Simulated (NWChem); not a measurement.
# BeF$_{2}$; SMILES [F][Be][F]

All runs: NWChem. Each level has its own optimisation; frequencies are unscaled.

Problem. Order these by “lowest (cm⁻¹)”, lowest first: PBE/def2-TZVPP; PBE/STO-3G; PBE/def2-SVPD.

Solution. PBE/STO-3G (285), PBE/def2-TZVPP (330), PBE/def2-SVPD (363)
